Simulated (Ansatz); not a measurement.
Input and output for BClFH₄NSi, SMILES `N[SiH](Cl)BF`.

```yaml
crystal:
  periodic: [false, false, false]
  atoms:
    - {symbol: N, position_ang: [0.955409, 0.985322, 0.741103]}
    - {symbol: Si, position_ang: [0.439671, -0.475506, 0.036028]}
    - {symbol: Cl, position_ang: [1.242885, -0.891560, -1.848326]}
    - {symbol: B, position_ang: [-1.549939, -0.414584, -0.357558]}
    - {symbol: F, position_ang: [-2.139591, 0.764049, -0.478820]}
    - {symbol: H, position_ang: [0.592001, 1.865300, 0.411116]}
    - {symbol: H, position_ang: [1.882625, 1.088713, 1.120887]}
    - {symbol: H, position_ang: [0.904665, -1.586744, 0.898794]}
    - {symbol: H, position_ang: [-2.239225, -1.381489, -0.540225]}
basis:
  gaussian: {orbitals: def2-SVPD}
hamiltonian: {xc: {name: CAM-B3LYP}, dispersion: d3bj}
scf: {lower_state_search: full}
output: {forces: true}
```

```sh
$ ansatz run in.yaml --threads 4 --pin off --events-out ev --progress --plain --max-ram 10444MiB
```

It prints (some lines left out):

```
Functional definition: CAM-B3LYP
1288 factors; their error is unknown
536 factors; integrals over basis functions are off by at most 2.4e-5 eV
mean field evaluation 1: about -25335.6255 eV, gradient 5.2e1 eV
mean field evaluation 2: about -25332.8020 eV, gradient 6.5e1 eV
mean field evaluation 4: about -25340.7417 eV, gradient 2.1e0 eV
mean field evaluation 8: about -25340.7512 eV, gradient 3.3e-2 eV
mean field evaluation 16: about -25340.8616 eV, gradient 2.1e-5 eV
mean field -25340.86156843 eV, -931.2594859869 hartree, gradient 2.1e-5 eV, S^2 0.000000; 0 other end points of the search recorded, 0 dependent functions left out
reference -25340.86170807 eV, -931.2594911185 hartree; 28, 28 occupied and 118, 118 virtual orbitals, 1288 factors
Total energy: -25341.03521124 eV, -931.2658672426 hartree
Atom 0 at     0.955409     0.985322     0.741103 Å, force     0.089510     0.177691     0.032797 eV/Å
Atom 1 at     0.439671    -0.475506     0.036028 Å, force    -0.418222    -0.326727     0.278228 eV/Å
Atom 2 at     1.242885    -0.891560    -1.848326 Å, force     0.205679    -0.073840    -0.410555 eV/Å
Atom 3 at    -1.549939    -0.414584    -0.357558 Å, force     0.172006    -0.162878     0.032296 eV/Å
Atom 4 at    -2.139591     0.764049    -0.478820 Å, force    -0.069799     0.208161    -0.009764 eV/Å
Atom 5 at     0.592001     1.865300     0.411116 Å, force    -0.101513     0.226363    -0.026682 eV/Å
Atom 6 at     1.882625     1.088713     1.120887 Å, force     0.189718     0.036686     0.129018 eV/Å
Atom 7 at     0.904665    -1.586744     0.898794 Å, force     0.005497    -0.015154    -0.012662 eV/Å
Atom 8 at    -2.239225    -1.381489    -0.540225 Å, force    -0.072874    -0.070301    -0.012677 eV/Å
Dipole moment:     0.058275     0.174587     0.345720 e Å
```

Hardware: 4 threads of an AMD EPYC 7571 on a shared host. Wall time 8.6 s, peak host memory 0.49 GiB.
